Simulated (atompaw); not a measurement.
## What one change does to a pseudopotential (bismuth, PAW (atompaw))

atompaw 4.2.0.5 input, output lines left out:

```
Bi 83
GGA-PBE scalarrelativistic loggrid 2001 logderivrange -4 5 226
6 6 5 4 0 0
6 1 3
0 0 0
c
c
c
c
c
v
c
c
c
c
v
c
c
v
c
2
2.00 1.45 1.95 1.30
y
4.05
n
y
2.55
n
y
-1.35
n
custom rrkj gramschmidtortho besselshape
3 0 ultrasoft
2.00
2.00
2.00
2.00
2.00
2.00
```

Change: local potential ultrasoft scheme with l = 3 at 0 Ry, radius 1.60 bohr.

Cutoffs: the cutoffs (Ry, on a coarse ladder) from which the occupation-weighted sum of valence levels, in a spherical-Bessel basis at the reference potential, stays within 10 and 1 mRy of its value at 400 Ry; they do not see the model core or the augmentation charge, which bear on the density cutoff.

Q: What does the change do?

A: The potential gets neither clearly harder nor softer (30 Ry and 50 Ry → 30 Ry and 50 Ry); the bound ghosts move from s to p, s; the range in which the p phases agree widens (upper end 0.4 → at the end of the scan); the range in which the d phases agree narrows (upper end 2.5 → 0.6). A state that the projectors do not describe sees the local part alone, so a deeper or shallower local part can create or remove a ghost.

```tsv
quantity	base	changed
cutoff, loose	30 Ry	30 Ry
cutoff, tight	50 Ry	50 Ry
loose cutoff by channel (10 mRy a level)	s 8 Ry, p 8 Ry, d 25 Ry	s 6 Ry, p 6 Ry, d 25 Ry
bound ghosts	s	s, p
s: phases at 2.01 bohr within 0.05 rad from the reference energy up to (Ry; the scan ends near 5)	to the end of the scan	to the end of the scan
p: phases at 2.01 bohr within 0.05 rad from the reference energy up to (Ry; the scan ends near 5)	0.4	to the end of the scan
d: phases at 2.01 bohr within 0.05 rad from the reference energy up to (Ry; the scan ends near 5)	2.5	0.6
lowest overlap eigenvalue by channel	s 0.59, p 0.57, d 0.56	s 0.48, p 0.56, d 0.52
```

 A true bound ghost makes a file unfit for plane-wave use even where its test errors are small: the radial tests pick states by their node count and pass the ghost by. The cutoffs see the waves, projectors and local potential, not the compensation charge or the core.
